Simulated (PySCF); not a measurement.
An unknown gives this computed stick spectrum. Computed with TDDFT CAM-B3LYP/def2-SVPD, vertical, gas phase, core orbitals frozen in the response in PySCF 2.14.0, density-fitted response routines. Geometries: GFN2-xTB, one conformer each.

| state | ν̃ (cm⁻¹) | f | main configurations (H = HOMO, L = LUMO) |
| --- | --- | --- | --- |
| S1 | 48070 | 0.231 | H→L (53%), H-1→L (36%) |
| S2 | 48580 | 0.231 | H-1→L (49%), H→L (40%) |
| S3 | 51980 | 0.0043 | H-2→L (78%) |
| S4 | 54670 | 0.011 | H-1→L+1 (70%) |
| S5 | 56180 | 0.012 | H→L+2 (37%), H→L+5 (14%), H-3→L (9%) |
| S6 | 56930 | 0.0063 | H-3→L (70%), H→L+2 (11%) |
| S7 | 60080 | 0.011 | H→L+1 (76%) |
| S8 | 61470 | 0.0062 | H-1→L+2 (30%), H→L+2 (26%), H→L+5 (16%) |

Triplets computed (Tamm–Dancoff): 3.55, 5.69, 6.06 eV.

Question: Which candidate is it? All have the formula C3H5FN2Si.
A. `N#C[C@@H](F)/C=N/[SiH3]`
B. `N#C/C=C(\F)[SiH2]N`
C. `F[SiH2]c1c[nH]cn1`
D. `N(/[SiH3])=C(/CF)C#N`
E. `[SiH3]/N=C(/CF)C#N`

Answer: B. Its S1 lies at 5.96 eV; the nearest of the others has S1 at 6.41 eV. S1 is HOMO→LUMO (53%), HOMO-1→LUMO (36%). Löwdin shares by element: HOMO carbon 61%, nitrogen 19% or more (atoms not listed hold the other 20%); LUMO carbon 61%, nitrogen 14% or more (atoms not listed hold the other 25%). At the same level the other candidates give, for their lowest levels:
- `N#C/C(CF)=N/[SiH3]`: 3.79 eV (f 0.000); 6.40 eV (f 0.000); 6.49 eV (f 0.320); 6.72 eV (f 0.109); 7.34 eV (f 0.009); T1 3.22 eV; HOMO -9.38, LUMO -1.21 eV
- `N#C[C@@H](F)/C=N/[SiH3]`: 4.16 eV (f 0.001); 6.61 eV (f 0.007); 6.86 eV (f 0.014); 7.31 eV (f 0.000); 7.48 eV (f 0.398); T1 3.57 eV; HOMO -9.26, LUMO -0.57 eV
- `F[SiH2]c1c[nH]cn1`: 6.41 eV (f 0.000); 6.60 eV (f 0.000); 6.68 eV (f 0.126); 6.70 eV (f 0.002); 6.94 eV (f 0.135); T1 4.56 eV; HOMO -8.32, LUMO 1.04 eV
- `N#C/C(CF)=N\[SiH3]`: 3.81 eV (f 0.001); 6.20 eV (f 0.000); 6.26 eV (f 0.285); 6.95 eV (f 0.014); 7.08 eV (f 0.001); T1 3.22 eV; HOMO -9.62, LUMO -1.42 eV

The values belong to the conformer `[N:1]#[C:2]/[CH:3]=[C:4](\[F:5])[SiH2:6][NH2:7]`: C3–C4–Si6–N7 -21°, H–N7–Si6–C4 -53°, H–N7–Si6–C4 169°.
